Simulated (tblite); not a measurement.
Isomers of C5H14P2. Method: GFN2-xTB as coded in tblite; computed harmonic values from a numerical Hessian at the method's own geometry, unscaled. Against measured fundamentals such values can be off by several per cent, at times by over 20. Modes of hydrogen on phosphorus can be 10 to 20 % off. One conformer each.

Electronic energies: GFN2-xTB at the same geometries; isomer energies are rough at this level and their order can be wrong.

```json
{"SMILES": "CCP(C)CCP", "electronic energy, lowest = 0 (kJ/mol)": "28.6"}
{"SMILES": "CP(C)CP(C)C", "electronic energy, lowest = 0 (kJ/mol)": "12.2"}
{"SMILES": "CPCCP(C)C", "electronic energy, lowest = 0 (kJ/mol)": "0.0"}
```

How do GFN2-xTB zero-point energies change the relative energies?

```tsv
SMILES	ZPE (kJ/mol)	of it from modes above 1550 cm⁻¹	electronic (kJ/mol)	with ZPE, lowest = 0 (kJ/mol)	lowest mode (cm⁻¹)	rings
CPCCP(C)C	459.2	244.6	0.0	0.0	88	0
CP(C)CP(C)C	459.5	250.3	12.2	12.4	27	0
CCP(C)CCP	458.5	241.2	28.6	27.9	44	0
```

The zero-point energies span 1.0 kJ/mol, from `CCP(C)CCP` to `CP(C)CP(C)C`. The order is unchanged.

What do entropy and thermal enthalpy add at 298.15 K and 1 bar (rigid rotor, harmonic oscillator, one conformer each)?

```tsv
SMILES	point group	symmetry number	S (J/(mol K))	H − H(0) (kJ/mol)	ZPE + H − H(0) − TS (kJ/mol)
CPCCP(C)C	C1	1	418.9	31.14	365.5
CP(C)CP(C)C	C2	2	440.1	33.51	361.8
CCP(C)CCP	C1	1	442.4	32.24	358.8
```
